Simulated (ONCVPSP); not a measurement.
Pb, ONCV: configuration errors across variants

ONCVPSP 4.0.1 input, shortened (lines: element, Z, core and valence counts, functional; n l f; lmax; l rc ep ncon nbas qcut; lloc lpopt rc5 dvloc0; l nproj debl; icmod fcfact rcfact), PBE, scalar-relativistic:

```
  Pb 82.00   12    3        4      upf
    1    0    2.00
    2    0    2.00
    2    1    6.00
    3    0    2.00
    3    1    6.00
    3    2   10.00
    4    0    2.00
    4    1    6.00
    4    2   10.00
    4    3   14.00
    5    0    2.00
    5    1    6.00
    5    2   10.00
    6    0    2.00
    6    1    2.00
    2
    0    1.90    0.00    5    9    2.90
    1    2.10    0.00    3    6    3.40
    2    1.55    0.00    3    7   10.90
    4    5    1.00    1.00
    0    2    2.80
    1    2    0.40
    2    2    0.40
    2    0.60    0.95
```

In the d channel the program set the typed energies aside and used -0.778, 0.250 Ha.

All-electron excitation energies from the reference (eV): (1) 5d10 6s2 6p1 6.576; (2) 5d10 6s2 6p0 20.021; (3) 5d10 6s1 6p0 52.431.

2 further variants failed, have other tests or too few solved ones, and are left out.

A true bound ghost makes a file unfit for plane-wave use even where its test errors are small: the radial tests pick states by their node count and pass the ghost by.

Errors AE − PS in meV (a dash: test not solved or not reliable):

```tsv
change	(1)	(2)	(3)	bound ghosts	GHOST(+) flags above zero
base	-2.9	-11	-18	s, p	s
all radii but the core radius scaled by about 0.88 (s 1.68, p 1.86, d 1.36 bohr); local potential polynomial inside 0.88 bohr (lpopt 5, dvloc0 1 Ha)	-5.4	-16	-24	s, p	s, p
all radii but the core radius scaled by about 0.95 (s 1.80, p 2.00, d 1.48 bohr); local potential polynomial inside 0.94 bohr (lpopt 5, dvloc0 1 Ha)	-4.3	-13	-20	s, p	p
all radii but the core radius scaled by about 1.03 (s 1.96, p 2.16, d 1.60 bohr); local potential polynomial inside 1.02 bohr (lpopt 5, dvloc0 1 Ha)	-3.6	-11	-19	s, p	s
all radii but the core radius scaled by about 1.07 (s 2.02, p 2.24, d 1.66 bohr); local potential polynomial inside 1.06 bohr (lpopt 5, dvloc0 1 Ha)	-3.4	-11	-18	s, p	s
all radii but the core radius scaled by about 1.14 (s 2.16, p 2.38, d 1.76 bohr); local potential polynomial inside 1.14 bohr (lpopt 5, dvloc0 1 Ha)	-3.2	-11	-20	s, p	s
all radii but the core radius scaled by about 1.20 (s 2.28, p 2.50, d 1.86 bohr); local potential polynomial inside 1.20 bohr (lpopt 5, dvloc0 1 Ha)	-3.3	-12	-23	s, p	none
all radii but the core radius scaled by about 1.28 (s 2.42, p 2.68, d 1.98 bohr); local potential polynomial inside 1.28 bohr (lpopt 5, dvloc0 1 Ha)	-3.7	-16	-36	s, p	none
```

Q: Give the same row for: all radii but the core radius scaled by about 1.33 (s 2.54, p 2.80, d 2.06 bohr); local potential polynomial inside 1.34 bohr (lpopt 5, dvloc0 1 Ha).

A: -4.3, -20, -48; bound ghosts: s, p; GHOST(+) flags above zero: none.
